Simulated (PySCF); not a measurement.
Assigning NMR signals

Atoms are numbered as in `[CH2:1]=[CH:2][C@@:3]1([Cl:4])[CH2:5][CH2:6][C@@H:7]2[O:8][C@@H:9]2[CH2:10]1`. Hydrogens are named by the atom that carries them. Ha(C1) is cis to C3; Ha(C5), Ha(C6), Ha(C10) are cis to O8 on the ring; Hb(C1) is trans to C3; Hb(C5), Hb(C6), Hb(C10) are trans to O8 on the ring.

- PBE0-D3(BJ)/def2-SVP structure
- shieldings: GIAO PBE0/pcSseg-1
- program: PySCF
- a single conformation, isolated molecule, non-relativistic Hamiltonian

Referencing at the same level of theory: ¹³C (σ = 184.41 ppm), ¹H (σ = 31.27 ppm) vs TMS.

**Question.** Assign these signals to the numbered atoms. ¹³C{¹H} NMR (computed): δ 151.9 (CH), 120.6 (CH2), 71.0 (C), 49.5 (CH), 49.2 (CH), 38.2 (CH2), 35.0 (CH2), 25.9 (CH2).

**Answer.** 
151.9 → C2, alkene CH: the olefinic region
120.6 → C1, terminal =CH2 carbon: the olefinic region
71.0 → C3, allylic fully substituted sp3 carbon bonded to Cl: the inductive effect lowers its shielding
49.5 → C7, epoxide ring carbon: deshielded by the electronegative neighbour
49.2 → C9, epoxide ring carbon
38.2 → C10, sp3 CH2 in a ring: a saturated carbon with 2 carbon neighbours and no heteroatom attached
35.0 → C5, sp3 CH2 in a ring
25.9 → C6, sp3 CH2 in a ring

C7 and C9 lie closer than the usual error of such a calculation, so a measured spectrum could show them in the other order.

**Question.** Assign these signals to the numbered atoms. ¹H NMR (600 MHz, computed): δ 5.95 (m, 1H), 5.46 (m, 1H), 5.32 (m, 1H), 2.68 (m, 1H), 2.54 (m, 1H), 2.38 (m, 1H), 2.25 (m, 1H), 2.02 (m, 1H), 1.88 (m, 1H), 1.51 (m, 1H), 1.41 (m, 1H).

**Answer.** 
5.95 → H(C2), hydrogen on an alkene CH: a vinylic proton, deshielded by the sp2 carbon and the C=C anisotropy
5.46 → Hb(C1), hydrogen on a terminal =CH2 carbon: a vinylic proton, deshielded by the sp2 carbon and the C=C anisotropy
5.32 → Ha(C1), hydrogen on a terminal =CH2 carbon
2.68 → H(C9), hydrogen on an epoxide ring carbon: its carbon carries O, hence the downfield position
2.54 → H(C7), hydrogen on an epoxide ring carbon
2.38 → Hb(C10), hydrogen on an sp3 CH2 in a ring
2.25 → Ha(C10), hydrogen on an sp3 CH2 in a ring
2.02 → Ha(C5), hydrogen on an sp3 CH2 in a ring
1.88 → Ha(C6), hydrogen on an sp3 CH2 in a ring
1.51 → Hb(C6), hydrogen on an sp3 CH2 in a ring
1.41 → Hb(C5), hydrogen on an sp3 CH2 in a ring

Hb(C6) and Hb(C5) lie closer than the usual error of such a calculation, so a measured spectrum could show them in the other order.

Carbons that carry Cl, above all several Cl atoms, come out too deshielded, partly because spin–orbit coupling is missing. Shifts are as computed. Against solution values, carbons near 30 ppm lie about +2 ppm off and those near 130 ppm about +5 ppm; carbons on Cl a further +5 ppm. Of 1211 compounds with measured shifts, 218 miss one by over three times the rms of a fit or turn the order of signals round; such compounds aren't used in these exercises. No couplings were computed; multiplicities are counted from neighbouring protons, with m where these are inequivalent, close in shift, in a saturated or five-membered ring or joined by F or P, and br s for small geminal =CH2 splittings.
